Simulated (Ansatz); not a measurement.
Nb3S6 was relaxed with r2SCAN-D4 (def2-SVP) in Ansatz in these states: neutral doublet, neutral quartet. The geometries follow in no particular order.

In the def2 sets Nb takes a core potential; there is no spin–orbit coupling.

A:

Cartesian coordinates in Å:
```
Nb 0.946 0.103 0.817
Nb -0.235 -1.190 -1.483
Nb -1.640 0.989 -0.134
S 2.586 0.274 2.226
S 0.180 2.330 -0.150
S 1.700 -0.026 -1.608
S -2.368 -0.263 -2.033
S 0.178 -2.289 0.452
S -1.346 0.073 1.914
```

B:

```xyz
9

Nb   -0.4100   -0.8906    0.6327
Nb   -1.1910    1.3168   -1.1990
Nb    2.0617    0.5695   -0.1404
S    -1.1646   -2.5334    1.7996
S     1.5977   -1.5557   -0.7583
S    -1.3559   -0.8788   -1.7151
S     1.0148    2.1978   -1.5598
S    -1.7534    1.2243    0.9896
S     1.2007    0.5502    1.9506
```

**Question.** Judge from the bond lengths which geometry belongs to which state (an estimate).

**Answer.** A is the neutral doublet (Nb2–Nb3 2.922 Å, Nb1–Nb2 2.891 Å, Nb1–Nb3 2.895 Å); B is the neutral quartet (Nb2–Nb3 3.501 Å, Nb1–Nb2 2.973 Å, Nb1–Nb3 2.973 Å).
